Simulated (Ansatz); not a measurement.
C₄H₃F₃, SMILES `C=C(F)/C(F)=C\F`, relaxed with RKS PBE0-D4/def2-TZVP in Ansatz 0.2.0 from a PBE-D4/def2-SVP geometry. The force threshold is 0.005 eV/Å; the program also tests the step.

Charge 0, multiplicity 1.

Start:

```xyz
10

C     1.768    0.297   -0.609
C     0.437    0.432   -0.451
F    -0.252    1.383   -1.109
C    -0.389   -0.405    0.417
F     0.294   -1.363    1.079
C    -1.725   -0.340    0.638
F    -2.524    0.552    0.053
H     2.315    0.969   -1.283
H     2.304   -0.486   -0.061
H    -2.229   -1.038    1.326
```

Q: How much energy does the relaxation release, and in how many steps? (Best estimate.)

A: Ansatz gave: 0.06 eV, in 4 steps.

Q: Which bonds change most? (An estimate is asked.)

A: Ansatz gave: C4–C6 from 1.355 to 1.331 Å; C1–C2 from 1.347 to 1.325 Å; C6–H10 from 1.102 to 1.083 Å; C1–H9 from 1.096 to 1.079 Å.

Q: Give the relaxed structure. (An estimate is asked.)

A: The calculation gave: 
```xyz
10

C     1.748    0.293   -0.602
C     0.439    0.427   -0.448
F    -0.238    1.373   -1.103
C    -0.393   -0.396    0.411
F     0.285   -1.347    1.070
C    -1.704   -0.341    0.634
F    -2.506    0.542    0.058
H     2.289    0.954   -1.266
H     2.279   -0.477   -0.064
H    -2.199   -1.028    1.310
```
